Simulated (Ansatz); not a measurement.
CH6SbSi (`[CH3][Sb][SiH3]`) radical. Total charge 0; spin multiplicity 2. Sb takes the def2 core potential.

```
atom    x (Å)    y (Å)    z (Å)
  C1  -0.5769   0.4593  -1.5668
 Sb2   1.4059   0.5933  -0.6946
 Si3   0.6037  -0.4332   1.5146
  H4  -0.9015  -0.5815  -1.5909
  H5  -0.5449   0.8536  -2.5816
  H6  -1.2835   1.0401  -0.9730
  H7   1.7257  -0.5471   2.4844
  H8   0.0369  -1.7922   1.2840
  H9  -0.4654   0.4078   2.1239
```

(1) List the harmonic frequencies (cm⁻¹, unscaled) at PBE0-D4/def2-TZVP in Ansatz. (Best estimate.)

(2) Is this a minimum?

(3) Give the ideal-gas thermochemistry at 298.15 K and 1 bar (rigid rotor, harmonic oscillator; point group Cs, symmetry number 1).

(4) And at 400, 500, 600, 800 and 1000 K?

(5) Rotational constants (cm⁻¹)?

## Answers

(1) Computed: 79, 104, 118, 309, 445, 493, 516, 719, 794, 862, 933, 937, 1225, 1449, 1450, 2196, 2205, 2224, 3062, 3157, 3168.

(2) Yes, all 21 modes are real.

(3) Zero-point energy 158.2 kJ/mol; H(298) − E = 177.8 kJ/mol; entropy 351.7 J/(mol·K), of which translation 172.8, rotation 111.0, vibration 62.2, electronic 5.8; G(298) − E = 72.9 kJ/mol. Modes under 100 cm⁻¹ are hindered rotations or soft bends, so the harmonic entropy is rough.

(4) 
```json
{"T (K)": "400", "H − E (kJ/mol)": "188.2", "S (J/mol/K)": "381.8", "G − E (kJ/mol)": "35.5"}
{"T (K)": "500", "H − E (kJ/mol)": "199.9", "S (J/mol/K)": "407.8", "G − E (kJ/mol)": "-4.0"}
{"T (K)": "600", "H − E (kJ/mol)": "212.7", "S (J/mol/K)": "431.1", "G − E (kJ/mol)": "-45.9"}
{"T (K)": "800", "H − E (kJ/mol)": "241.1", "S (J/mol/K)": "471.9", "G − E (kJ/mol)": "-136.4"}
{"T (K)": "1000", "H − E (kJ/mol)": "272.4", "S (J/mol/K)": "506.7", "G − E (kJ/mol)": "-234.3"}
```

(5) 0.2297, 0.09123, 0.06766.
